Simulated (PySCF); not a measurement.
# Spinor energies of Ce(37+) (cerium, charge +37)

Start: [Ar] 3d3; 3d3/2 filled at m_j = -1/2, +1/2, +3/2. Calculated with PySCF 2.14 in an uncontracted even-tempered set (16 s from 7.3 bohr⁻², ratio 2.8; 12 p from 9.5 bohr⁻², ratio 2.8; 8 d from 9.5 bohr⁻², ratio 2.8; 3 f from 31 bohr⁻², ratio 3): generalised Hartree-Fock with the X2C-1e Hamiltonian and a Gaussian nucleus; one run each with spin-orbit coupling (SO) switched off, then screened by Boettger's factors.

```
spinor shell  electrons  ε, spin-free (eV)  ε, screened SO (eV)  weight of nominal j (screened SO)  rms radius, screened SO (bohr)
       1s1/2          2           -42565.1             -42557.6                              1.000                          0.0280
       2s1/2          2            -8480.5              -8477.2                              1.000                           0.113
       2p1/2          2            -7793.5              -8116.2                              1.000                          0.0970
       2p3/2          4            -7793.5              -7648.0                              1.000                           0.102
       3s1/2          2            -3067.5              -3066.5                              1.000                           0.280
       3p1/2          2            -2840.9              -2925.7                              0.997                           0.270
       3d3/2          3            -2598.5              -2604.9                              0.978                           0.244
```

Question: Where does 3p3/2 lie, and what is the 3p spin-orbit splitting (screened SO)?

Answer: At -2802.1 eV, 123.64 eV above 3p1/2.

```csv
quantity,spin-free,screened SO
E (hartree),-7814.75678,-7819.66691
M_J,3/2,3/2
⟨J²⟩,6.751,3.920
⟨L²⟩,12.000,8.610
⟨S²⟩,3.750,2.315
```

Each row is a mean over spinors that exchange with the open shell spreads, by up to 17.875 eV (3p1/2).

⟨J²⟩ departs a little from M_J(M_J + 1) because the unrestricted spinors polarise the closed shells.

Breit and QED terms are absent; they matter most for the inner s and p1/2 levels.

Densities and radii are taken from the X2C orbitals without a picture-change correction, which distorts them close to the nucleus.

Without spin-orbit coupling the j labels of p, d and f shells carry no meaning; the spin-free column gives the mean over the occupied spinors of each nl shell, and its ⟨J²⟩ belongs to a mixture of degenerate components.
